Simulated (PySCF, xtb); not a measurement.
CH5AlFN, SMILES C[NH][AlH][F].

GFN2-xTB (xtb 6.7.1) at its own geometry gives an orbital gap of 3.87 eV and a dipole moment of 2.41 D.

Geometry optimised at r2SCAN-D4/def2-SVP. Other conformers were not sampled.

Question: What does ωB97X/def2-TZVP in PySCF give? (Estimate from the structure and the level; the computed values follow.)

Answer: gap 11.09 eV (levels -9.45 and 1.64 eV), dipole 2.07 D.
